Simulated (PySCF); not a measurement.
## Correlation energy of Ni²⁺ (nickel, charge +2)

[Ar] 3d8, high-spin 3F determinant. Calculation: PySCF 2.14, in ANO-RCC-VTZP; the spin-free X2C one-electron Hamiltonian (Gaussian nucleus). Frozen: [Ne]; 16 electrons correlated.

```
  level  correlation energy (mhartree)
   CCSD                        -571.21
    (T)                          -9.03
CCSD(T)                        -580.24
```

Diagnostics: T1 = 0.0087, D1 = 0.0171, largest double amplitude 0.019.

Cost of the coupled-cluster step: about 14 core-seconds, for 16 correlated electrons.

Iterations:

```
CC2 = 0
CCSD nocc = (np.int64(9), np.int64(7)), nmo = (54, 54)
frozen orbitals [[0, 1, 2, 3, 4], [0, 1, 2, 3, 4]]
max_cycle = 100
direct = 0
conv_tol = 1e-08
conv_tol_normt = 1e-06
diis_space = 8
diis_start_cycle = 0
Init t2, MP2 energy = -0.605150183839191
Init E_corr(UCCSD) = -0.605150183839957
cycle = 1  E_corr(UCCSD) = -0.554182241899628  dE = 0.0509679419  norm(t1,t2) = 0.075109
cycle = 2  E_corr(UCCSD) = -0.5742274935291  dE = -0.0200452516  norm(t1,t2) = 0.0257691
cycle = 3  E_corr(UCCSD) = -0.571049966689909  dE = 0.00317752684  norm(t1,t2) = 0.0131916
cycle = 4  E_corr(UCCSD) = -0.571024019675259  dE = 2.59470147e-05  norm(t1,t2) = 0.0021086
cycle = 5  E_corr(UCCSD) = -0.57126201204706  dE = -0.000237992372  norm(t1,t2) = 0.000641
cycle = 6  E_corr(UCCSD) = -0.571208409047892  dE = 5.36029992e-05  norm(t1,t2) = 0.000228617
cycle = 7  E_corr(UCCSD) = -0.57120818837987  dE = 2.20668022e-07  norm(t1,t2) = 4.66386e-05
cycle = 8  E_corr(UCCSD) = -0.571211728441107  dE = -3.54006124e-06  norm(t1,t2) = 1.82374e-05
cycle = 9  E_corr(UCCSD) = -0.571211201647546  dE = 5.26793561e-07  norm(t1,t2) = 6.91799e-06
cycle = 10  E_corr(UCCSD) = -0.571210762821546  dE = 4.38826e-07  norm(t1,t2) = 2.31508e-06
cycle = 11  E_corr(UCCSD) = -0.571210898776249  dE = -1.35954703e-07  norm(t1,t2) = 7.23811e-07
cycle = 12  E_corr(UCCSD) = -0.571210905700005  dE = -6.92375512e-09  norm(t1,t2) = 1.87411e-07
UCCSD converged
E(UCCSD) = -1518.814153396326  E_corr = -0.5712109057000045
UCCSD(T) correction = -0.00903310891177191
```
